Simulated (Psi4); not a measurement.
CuF2 (SMILES [F][Cu][F]), doublet, geometry from GFN2-xTB (such geometries of metal compounds can be far from the true shape); HF/STO-3G (Psi4).

The Psi4 input:
```
memory 2 GB

molecule {
0 2
  Cu    0.00000000    0.00000000    0.00000000
  F     0.00000000    0.00000000    1.70113360
  F    -0.00000000   -0.00000000   -1.70113360
symmetry c1
no_reorient
no_com
}

set basis sto-3g
set reference uhf

energy('scf')
print_variables()
```

**Question.** Predict the main parts of the log of this Psi4 run.

**Answer.** 
```
   => Loading Basis Set <=

    Name: STO-3G
    Role: ORBITAL
    Keyword: BASIS

         ---------------------------------------------------------
                                   SCF
               by Justin Turney, Rob Parrish, Andy Simmonett
                          and Daniel G. A. Smith
                              UHF Reference
         ---------------------------------------------------------

  ==> Geometry <==

    Molecular point group: c1
    Full point group: D_inf_h

    Geometry (in Angstrom), charge = 0, multiplicity = 2:

       Center              X                  Y                   Z               Mass
    ------------   -----------------  -----------------  -----------------  -----------------
         CU           0.000000000000     0.000000000000     0.000000000000    62.929597720000
         F            0.000000000000     0.000000000000     1.701133600000    18.998403162730
         F            0.000000000000     0.000000000000    -1.701133600000    18.998403162730

  Running in c1 symmetry.

  Rotational constants: A = ************  B =      0.15331  C =      0.15331 [cm^-1]
  Rotational constants: A = ************  B =   4596.14010  C =   4596.14010 [MHz]
  Nuclear repulsion =  174.978720661254954

  Charge       = 0
  Multiplicity = 2
  Electrons    = 47
  Nalpha       = 24
  Nbeta        = 23

  ==> Algorithm <==

  SCF Algorithm Type is DF.
  DIIS enabled.
  MOM disabled.
  Fractional occupation disabled.
  Guess Type is SAD.
  Energy threshold   = 1.00e-06
  Density threshold  = 1.00e-06
  Integral threshold = 1.00e-12

  ==> Primary Basis <==

  Basis Set: STO-3G
    Blend: STO-3G
    Number of shells: 14
    Number of basis functions: 28
    Number of Cartesian functions: 29
    Spherical Harmonics?: true
    Max angular momentum: 2

   => Loading Basis Set <=

    Name: (STO-3G AUX)
    Role: JKFIT
    Keyword: DF_BASIS_SCF

  ==> Integral Setup <==

  SCF_SUBTYPE=INCORE selected. In-core MEM_DF algorithm will be used.
  Using in-core AOs.

  ==> MemDFJK: Density-Fitted J/K Matrices <==

    J tasked:                   Yes
    K tasked:                   Yes
    wK tasked:                   No
    Algorithm:                 Core
    Schwarz Cutoff:           1E-12
    Mask sparsity (%):       2.8061
    Fitting Condition:        1E-10

   => Auxiliary Basis Set <=

  Basis Set: (STO-3G AUX)
    Blend: DEF2-UNIVERSAL-JKFIT
    Number of shells: 108
    Number of basis functions: 418
[...]
   @DF-UHF iter  88: -1816.20052917924818    5.56967e-05   1.04365e-04 DIIS/ADIIS
   @DF-UHF iter  89: -1816.20053849866645   -9.31942e-06   1.05030e-04 DIIS/ADIIS
   @DF-UHF iter  90: -1816.20056637498033   -2.78763e-05   1.05893e-04 DIIS/ADIIS
   @DF-UHF iter  91: -1816.20058353879153   -1.71638e-05   1.06238e-04 DIIS/ADIIS
   @DF-UHF iter  92: -1816.20060567967948   -2.21409e-05   1.07841e-04 DIIS/ADIIS
   @DF-UHF iter  93: -1816.20036503145479    2.40648e-04   9.42101e-05 DIIS
   @DF-UHF iter  94: -1816.20012795657863    2.37075e-04   7.98240e-05 DIIS
   @DF-UHF iter  95: -1816.20010743977696    2.05168e-05   8.11789e-05 DIIS
   @DF-UHF iter  96: -1816.20010562478637    1.81499e-06   7.94404e-05 DIIS
   @DF-UHF iter  97: -1816.19995370697347    1.51918e-04   1.49461e-04 DIIS/ADIIS
   @DF-UHF iter  98: -1816.19993029260536    2.34144e-05   4.36160e-05 DIIS
   @DF-UHF iter  99: -1816.19992005059635    1.02420e-05   6.82033e-05 DIIS
   @DF-UHF iter 100: -1816.19991311048398    6.94011e-06   2.02486e-05 DIIS

PsiException: Could not converge SCF iterations in 100 iterations.

  Failed to converge.

Traceback (most recent call last):
  File "psi4", line 375, in <module>
  File "<string>", line 27, in <module>
  File "site-packages/psi4/driver/driver.py", line 533, in energy
  File "site-packages/psi4/driver/procrouting/proc.py", line 2760, in run_scf
  File "site-packages/psi4/driver/procrouting/proc.py", line 2047, in scf_helper
  File "site-packages/psi4/driver/procrouting/scf_proc/scf_iterator.py", line 93, in scf_compute_energy
  File "site-packages/psi4/driver/procrouting/scf_proc/scf_iterator.py", line 86, in scf_compute_energy
  File "site-packages/psi4/driver/procrouting/scf_proc/scf_iterator.py", line 609, in scf_iterate

psi4.driver.p4util.exceptions.SCFConvergenceError: Could not converge SCF iterations in 100 iterations.

Printing out the relevant lines from the Psithon --> Python processed input file:
    no_com
    """)
    core.IO.set_default_namespace("")
    core.set_global_option("BASIS", "sto-3g")
    core.set_global_option("REFERENCE", "uhf")
--> energy('scf')
    print_variables()

!-------------------------------------------------------!
!                                                       !
!  Could not converge SCF iterations in 100 iterations. !
!                                                       !
!-------------------------------------------------------!
```

The run did not converge; its last values are not results.
